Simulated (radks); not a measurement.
Question: All-electron atom: the lanthanum ion La+ in [Xe] 5d2 (the NIST ground configuration). Method: scalar-relativistic Kohn-Sham, PBE, spin-unpolarised, spherical densities, finite nucleus; Fermi nuclear charge, rms radius 4.855 fm; computed with a radial shooting solver on a logarithmic mesh with Libxc functionals. Some entries of the table are withheld. Estimate them.

orbital,occ.,eigenvalue (eV),<r^2> (bohr^2)
1s,2,-38752.12,(1)
2s,2,-6172.163,(2)
2p,6,(3),0.01084
3s,2,-1323.074,0.09292
3p,6,(4),0.09296
3d,10,-825.2035,0.07971
4s,2,-270.1547,0.4827
4p,6,-203.7178,0.5458
4d,10,-107.5577,(5)
5s,2,-42.7073,2.744
5p,6,-26.3214,(6)
5d,2,-7.1697,9.916

Answer: 
(1) 1s <r^2> (bohr^2): 0.0008538
(2) 2s <r^2> (bohr^2): 0.01362
(3) 2p eigenvalue (eV): -5532.519
(4) 3p eigenvalue (eV): -1118.786
(5) 4d <r^2> (bohr^2): 0.6829
(6) 5p <r^2> (bohr^2): 3.732
